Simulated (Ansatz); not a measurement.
Molecule: FeF2 (charge 0, quintet). The spin state was set by rule; other spins were not relaxed. 
Geometry from a B3LYP-D3(BJ)/def2-TZVP (Ansatz, a quantum-chemistry and plane-wave program) optimisation:
```xyz
3

Fe     0.0000     0.0000     0.0000
F      0.0000     0.0000     1.7587
F      0.0000     0.0000    -1.7587
```
Charge 0, spin multiplicity 5.

Basis-set convergence of Hartree-Fock and CCSD(T) correlation energies (hartree) with Ansatz. Cores are frozen in the correlated levels unless marked. UHF or UKS for open shells. No spin-orbit coupling. The frozen core is the preceding noble-gas configuration, with the filled d and f shells of earlier blocks. No relativistic terms.

```json
[
 {"basis": "def2-SVPD", "functions": "80", "E(HF)": "-1461.11730", "E(corr, CCSD(T))": "-0.55091"},
 {"basis": "def2-TZVPPD", "functions": "147", "E(HF)": "[?]", "E(corr, CCSD(T))": "[?]"}
]
```

What belongs in the gaps?


- def2-TZVPPD, E(HF): -1461.52065
- def2-TZVPPD, E(corr, CCSD(T)): -0.73642
